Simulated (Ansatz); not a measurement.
`Cl[SiH](Cl)I`. Total charge 0; spin multiplicity 1. I takes the def2 core potential.

```xyz
5

Cl   -0.265    0.930   -1.783
Si    0.132    0.062    0.013
Cl    0.861   -1.812   -0.295
I    -1.879   -0.038    1.351
H     1.151    0.860    0.714
```

(1) List the harmonic frequencies (cm⁻¹, unscaled) at PBE0-D4/def2-TZVP in Ansatz. (Estimate.)

(2) Is this a minimum?

(3) Give the ideal-gas thermochemistry at 298.15 K and 1 bar (rigid rotor, harmonic oscillator; point group Cs, symmetry number 1).

Answers

(1) The calculation gave: 125, 140, 214, 366, 542, 596, 767, 786, 2292.

(2) Yes, all 9 modes are real.

(3) Zero-point energy 34.9 kJ/mol; H(298) − E = 52.0 kJ/mol; entropy 344.2 J/(mol·K), of which translation 176.5, rotation 124.2, vibration 43.5; G(298) − E = -50.6 kJ/mol.
